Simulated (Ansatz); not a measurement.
Cost and result for the atomization energy of C3H9NSi (`C=C([SiH3])NC`) (14 atoms, 13 bonds).

```tsv
atom	x (Å)	y (Å)	z (Å)
C1	1.1933	1.3913	-0.8514
C2	0.4755	0.4577	-0.2063
Si3	-0.7530	1.0492	1.0847
N4	0.6535	-0.8980	-0.4003
C5	-0.4267	-1.8279	-0.1859
H6	1.9231	1.1285	-1.6140
H7	1.0864	2.4404	-0.6142
H8	-0.4974	0.4124	2.4062
H9	-0.6104	2.5205	1.2006
H10	-2.1529	0.7219	0.6986
H11	1.2413	-1.1251	-1.1893
H12	-0.0409	-2.8474	-0.2338
H13	-1.2474	-1.7324	-0.9104
H14	-0.8443	-1.6912	0.8155
```

Total charge 0; spin multiplicity 1. All single points use the PBE0-D4/def2-TZVP geometry. It is one conformer, not always the lowest. Program: Ansatz. All runs use 4 threads of an Arm Neoverse V1 on a shared host. Times are those of one run each, without the atoms' runs, and a repeat can differ threefold. Electronic energies, without spin–orbit coupling; frozen cores. CCSD(T)/CBS adds CCSD(T) − MP2 in def2-TZVPP to the MP2 limit, and its time is that of the two runs behind it. T1 = 0.012. B3LYP takes the VWN-RPA correlation (the form of Gaussian; ORCA's B3LYP/G).

CCSD(T)/CBS is a level of theory with its own doubt, some kJ/mol a heavy atom from the limit and from the frozen cores, so smaller differences don't rank the functionals.

```json
{"level": "CCSD(T)/def2-TZVPP", "functions": "292", "atomization (kcal/mol)": "1201.3", "difference from CCSD(T)/CBS": "-31.0", "per bond": "-2.4"}
{"level": "B2PLYP/def2-TZVPP", "functions": "292", "atomization (kcal/mol)": "1221.9", "difference from CCSD(T)/CBS": "-10.4", "per bond": "-0.8"}
{"level": "ωB97M-V/def2-TZVPP (with forces)", "functions": "292", "atomization (kcal/mol)": "1237.7", "difference from CCSD(T)/CBS": "5.4", "per bond": "0.4"}
{"level": "r2SCAN-D4/def2-TZVPP (with forces)", "functions": "292", "atomization (kcal/mol)": "1234.2", "difference from CCSD(T)/CBS": "1.9", "per bond": "0.1"}
{"level": "ωB97X-V/def2-TZVPP", "functions": "292", "atomization (kcal/mol)": "1238.0", "difference from CCSD(T)/CBS": "5.7", "per bond": "0.4"}
{"level": "PBE-D4/def2-TZVPP (with forces)", "functions": "292", "atomization (kcal/mol)": "1256.7", "difference from CCSD(T)/CBS": "24.4", "per bond": "1.9"}
{"level": "CCSD(T)/CBS(def2)", "functions": "–", "atomization (kcal/mol)": "1232.3", "difference from CCSD(T)/CBS": "0.0", "per bond": "0.0"}
{"level": "B3LYP-D4/def2-TZVPP (with forces)", "functions": "292", "atomization (kcal/mol)": "1239.0", "difference from CCSD(T)/CBS": "6.7", "per bond": "0.5"}
{"level": "MP2/def2-QZVPP", "functions": "568", "atomization (kcal/mol)": "1229.2", "difference from CCSD(T)/CBS": "-3.1", "per bond": "-0.2"}
{"level": "PBE0-D4/def2-TZVPP", "functions": "292", "atomization (kcal/mol)": "1238.0", "difference from CCSD(T)/CBS": "5.7", "per bond": "0.4"}
```

(1) Order the runs by time, with rough figures. (Best estimate.)

Answers

(1) The calculation gave: PBE-D4/def2-TZVPP (with forces) 3.1 s; PBE0-D4/def2-TZVPP 3.7 s; r2SCAN-D4/def2-TZVPP (with forces) 6 s; B3LYP-D4/def2-TZVPP (with forces) 6.5 s; B2PLYP/def2-TZVPP 7.5 s; ωB97X-V/def2-TZVPP 10 s; ωB97M-V/def2-TZVPP (with forces) 15 s; MP2/def2-QZVPP 37 s; CCSD(T)/def2-TZVPP 4.8 min; CCSD(T)/CBS(def2) 5.4 min.

In def2-TZVPP, CCSD(T) changes the Hartree–Fock value by +300.0 kcal/mol (the triples alone add +16.9 kcal/mol) and MP2 by +309.6 kcal/mol; breaking electron pairs costs correlation energy, which Hartree–Fock lacks. From PBE to PBE0 (25 % exact exchange), in def2-TZVPP and without D4, the atomization energy moves by −17.6 kcal/mol: exact exchange takes away binding that semilocal exchange gives to molecules. The D4 term adds +11.2 kcal/mol with B3LYP and +5.9 kcal/mol with PBE0; it sums over pairs of atoms, weighted by their polarisabilities, and B3LYP, whose exchange is more repulsive, gets the larger term.
